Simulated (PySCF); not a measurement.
Atom-mapped SMILES (the numbers label the heavy atoms): `[CH3:1]/[CH:2]=[C:3](\[Cl:4])[S@:5]([CH3:6])=[O:7]` (H(Xn): hydrogen on atom n).

Geometry: GFN2-xTB; GIAO shifts from PySCF 2.14, gas phase, non-relativistic, averaged over equivalent atoms.

At PW91/pcSseg-1 (168 basis functions, 45 s wall time on 1 thread of an Intel Xeon Platinum 8488C, shared host):
```json
{"atoms": "C3", "δ (ppm)": "157.8"}
{"atoms": "C2", "δ (ppm)": "126.8"}
{"atoms": "C6", "δ (ppm)": "49.6"}
{"atoms": "C1", "δ (ppm)": "17.1"}
{"atoms": "O7", "δ (ppm)": "102.2"}
{"atoms": "H(C2)", "δ (ppm)": "6.82"}
{"atoms": "H(C6)", "δ (ppm)": "2.38"}
{"atoms": "H(C1)", "δ (ppm)": "2.21"}
```

Referencing at the same level of theory: 13C (σ = 181.47 ppm), 1H (σ = 31.65 ppm) vs TMS; 17O (σ = 336.14 ppm) vs H2O.

Question: What do these become at LDA/6-311+G(2d,p)?

Answer: 
```
atoms  δ at LDA/6-311+G(2d,p)  change
   C3                   162.5    +4.7
   C2                   130.0    +3.2
   C6                    51.5    +1.9
   C1                    14.9    -2.2
   O7                    98.5    -3.7
H(C2)                    7.05   +0.23
H(C6)                    2.54   +0.16
H(C1)                    2.15   -0.06
```

Referencing at the same level of theory: 13C (184.19 ppm) and 1H (31.52 ppm) against TMS; 17O (332.37 ppm) vs H2O.

The largest change is at C3 (fully substituted alkene carbon). Cost: 247 basis functions, 45 s wall time on 1 thread of an Intel Xeon Platinum 8488C, shared host. The order of the carbon signals is the same at both levels.

Carbons that carry Cl, above all several Cl atoms, come out too deshielded, partly because spin–orbit coupling is missing. Experimental scales use liquid or dissolved standards, which lie at an offset from isolated H2O (liquid H2O: subtract about 36 ppm).
